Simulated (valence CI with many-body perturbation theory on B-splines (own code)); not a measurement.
## Nd LVI: calculated level list

Calculated by configuration interaction combined with many-body perturbation theory (CI+MBPT): three valence electrons over a frozen Dirac-Fock core [He], radial functions for each j: 11 s, 11 p, 9 d, 7 f, 5 g, 2 h, 1 i, with the one-electron correlation potential Σ1, the two-electron term Σ2, the three-electron term Σ3, Breit, model QED; selected CI, second order for the rest (own B-spline code, finite nucleus).

The last digits are not significant, and no measured levels were compared; by estimate large intervals hold to a few tenths of a per cent, small ones and those within an open d or f shell to about a per cent.

Levels 1 to 45 of 101, with energies above the lowest level, (2s^2 2p1/2) J=1/2. "Leading %" is the weight of the configuration and term that name the level; weights of strongly mixed levels are sums over their largest components and can fall short. In the jj column 3d3/2^4 stands for four electrons in 3d with j = 3/2. Lifetimes count E1, E2, E3, M1 and M2 decay at the calculated energies, and are blank where another channel may lead or the interval is too uncertain; long ones can be off by a factor of two.

```
No.  Configuration  Term    J  E (Ry)  Leading %      g  Lifetime              Leading jj
  1         2s2 2p   2P°  1/2    0.00        100  0.634                2s^2 2p1/2 (100 %)
  2         2s 2p2    4P  1/2   14.13         54  2.115   75.0 ps       2s 2p1/2^2 (99 %)
  3         2s2 2p   2P°  3/2   41.91         99  1.310    305 ps       2s^2 2p3/2 (99 %)
  4         2s 2p2    4P  3/2   51.77         91  1.643   87.0 ps  2s 2p1/2 2p3/2 (100 %)
  5         2s 2p2    2D  5/2   54.34         60  1.334    188 ps  2s 2p1/2 2p3/2 (100 %)
  6         2s 2p2    2P  1/2   58.43         70  1.242    508 fs   2s 2p1/2 2p3/2 (99 %)
  7         2s 2p2    2D  3/2   58.51         64  0.971    601 fs  2s 2p1/2 2p3/2 (100 %)
  8            2p3   2P°  3/2   73.44         47  1.339    762 fs    2p1/2^2 2p3/2 (98 %)
  9         2s 2p2    4P  5/2   95.00         60  1.416   2.73 ps      2s 2p3/2^2 (100 %)
 10         2s 2p2    2S  1/2  101.16         69  1.902    627 fs      2s 2p3/2^2 (100 %)
 11         2s 2p2    2P  3/2  101.23         62  1.183    354 fs       2s 2p3/2^2 (99 %)
 12            2p3   4S°  3/2  112.64         55  1.439    382 fs   2p1/2 2p3/2^2 (100 %)
 13            2p3   2D°  5/2  114.19        100  1.175    423 fs   2p1/2 2p3/2^2 (100 %)
 14            2p3   2P°  1/2  117.39        100  0.634    338 fs   2p1/2 2p3/2^2 (100 %)
 15            2p3   2P°  3/2  157.17         53  1.287    256 fs         2p3/2^3 (100 %)
 16         2s2 3s    2S  1/2  482.68         98  1.989   9.19 fs          2s^2 3s (98 %)
 17         2s2 3p   2P°  1/2  487.50         96  0.667    232 fs       2s^2 3p1/2 (96 %)
 18       2s 2p 3s   4P°  1/2  492.17         86  2.369   10.3 fs      2s 2p1/2 3s (98 %)
 19       2s 2p 3s   4P°  3/2  493.71         60  1.549   9.25 fs      2s 2p1/2 3s (97 %)
 20       2s 2p 3s   2P°  1/2  495.46         94  0.727   12.7 fs      2s 2p1/2 3s (98 %)
 21       2s 2p 3p    4D  1/2  496.23         72  0.266   12.8 fs  2s 2p1/2 3p1/2 (100 %)
 22       2s 2p 3p    4D  3/2  497.89         41  1.109   4.33 fs   2s 2p1/2 3p1/2 (98 %)
 23         2s2 3p   2P°  3/2  500.00         95  1.332    106 fs       2s^2 3p3/2 (95 %)
 24       2s 2p 3p    4P  1/2  500.30         48  1.961   10.0 fs   2s 2p1/2 3p1/2 (99 %)
 25         2s2 3d    2D  3/2  503.45         97  0.795   1.47 fs       2s^2 3d3/2 (97 %)
 26         2s2 3d    2D  5/2  506.84         96  1.193   1.49 fs       2s^2 3d5/2 (96 %)
 27         2p2 3s    4P  1/2  508.73         32  1.772   6.98 fs       2p1/2^2 3s (69 %)
 28       2s 2p 3p    4P  3/2  509.31         31  1.398   12.2 fs  2s 2p1/2 3p3/2 (100 %)
 29       2s 2p 3p    4D  5/2  511.20         45  1.329   64.2 fs   2s 2p1/2 3p3/2 (97 %)
 30       2s 2p 3p    2D  3/2  511.40         44  1.245   5.41 fs   2s 2p1/2 3p3/2 (99 %)
 31       2s 2p 3d   4F°  3/2  512.01         71  0.562   5.72 fs  2s 2p1/2 3d3/2 (100 %)
 32       2s 2p 3p    2P  1/2  512.51         28  1.532   4.64 fs   2s 2p1/2 3p3/2 (70 %)
 33         2p2 3p   2P°  1/2  512.96         34  0.595   1.26 fs    2p1/2^2 3p1/2 (76 %)
 34       2s 2p 3d   4F°  5/2  513.80         49  1.023   7.30 fs   2s 2p1/2 3d3/2 (95 %)
 35       2s 2p 3d   4D°  3/2  514.96         28  1.200   1.16 fs   2s 2p1/2 3d3/2 (96 %)
 36       2s 2p 3d   4D°  1/2  515.69         44  0.474   2.42 fs   2s 2p1/2 3d3/2 (77 %)
 37       2s 2p 3d   4P°  5/2  516.22         36  1.320   1.50 fs   2s 2p1/2 3d5/2 (98 %)
 38       2s 2p 3d   4F°  7/2  517.89         39  1.235   1.57 fs   2s 2p1/2 3d5/2 (99 %)
 39       2s 2p 3d   2F°  5/2  518.68         52  1.062   1.57 fs   2s 2p1/2 3d5/2 (97 %)
 40       2s 2p 3d   2D°  3/2  518.70         40  1.087   1.57 fs   2s 2p1/2 3d5/2 (94 %)
 41         2p2 3p   2P°  3/2  526.74         32  1.325   5.28 fs    2p1/2^2 3p3/2 (96 %)
 42         2p2 3d    2D  3/2  529.31         41  0.784   8.17 fs    2p1/2^2 3d3/2 (98 %)
 43         2p2 3d    2D  5/2  533.54         34  1.193   1.62 fs    2p1/2^2 3d5/2 (98 %)
 44       2s 2p 3s   4P°  5/2  534.16        100  1.578   13.4 fs     2s 2p3/2 3s (100 %)
 45       2s 2p 3s   2P°  3/2  535.68         77  1.394   8.11 fs      2s 2p3/2 3s (99 %)
```

The ionisation energy to 2s2 1S_0 of the next ion comes out as 11689 eV (NIST: 11694 ± 5 eV (theoretical)). All 101 levels together are meant to be complete up to 575.50 Ry.
